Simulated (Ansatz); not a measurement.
Abridged output of a molecular run in Ansatz:

```
Functional definition: HF
851 factors; integrals over basis functions are off by at most 1.4e-3 eV
mean field evaluation 1: about -63929.6373 eV, gradient 2.8e1 eV
mean field evaluation 2: about -63929.6855 eV, gradient 2.8e1 eV
mean field evaluation 4: about -63931.5238 eV, gradient 2.9e0 eV
mean field evaluation 8: about -63931.5538 eV, gradient 9.7e-5 eV
mean field -63931.55377509 eV, -2349.4412668709 hartree, gradient 2.7e-6 eV, S^2 0.000000; 0 other end points of the search recorded, 0 dependent functions left out
11 core orbitals not correlated: weight in the atoms' cores, before any rotation towards them, 1.000 or more for the frozen orbitals, at most 0.000 for the correlated occupied ones
reference -63931.55377509 eV, -2349.4412668709 hartree; 15, 15 occupied and 59, 59 virtual orbitals, 851 factors
second order -15.53741216 eV of doubles, -0.00000000 eV of singles
cycle   1  -15.83748662 eV  change   -3.0e-1 eV  update   8.5e-2
cycle   2  -16.28830063 eV  change   -4.5e-1 eV  update   2.6e-2
cycle   3  -16.35632116 eV  change   -6.8e-2 eV  update   1.2e-2
cycle   4  -16.35163041 eV  change    4.7e-3 eV  update   3.2e-3
cycle   5  -16.35235418 eV  change   -7.2e-4 eV  update   1.4e-3
cycle   6  -16.35223910 eV  change    1.2e-4 eV  update   4.3e-4
cycle   7  -16.35191725 eV  change    3.2e-4 eV  update   1.5e-4
cycle   8  -16.35190085 eV  change    1.6e-5 eV  update   5.1e-5
cycle   9  -16.35191195 eV  change   -1.1e-5 eV  update   1.7e-5
perturbative correction -0.42663512 eV, -0.0156785515 hartree
Total energy: -63948.33232216 eV, -2350.0578671028 hartree
```

Its atoms:

```xyz
8

O     0.3166    1.6192    0.1451
C    -0.1005    0.4442   -0.5013
As   -0.8341   -0.8861    0.7998
H     1.1035    1.4240    0.6602
H     0.6949   -0.0078   -1.1007
H    -0.9174    0.7219   -1.1683
H     0.5409   -1.2630    1.3494
H    -0.8041   -2.0524   -0.1843
```

(1) Which basis set was used?
A. def2-TZVPP
B. def2-SVP
C. def2-TZVPPD
D. def2-QZVPP

(2) Write the keys of the input that set method, charge and spin (a neutral closed shell needs none for the last two).

## Answers

(1) B. It gives 85 functions.

(2) 
```yaml
correlation: {method: ccsd_t}
```
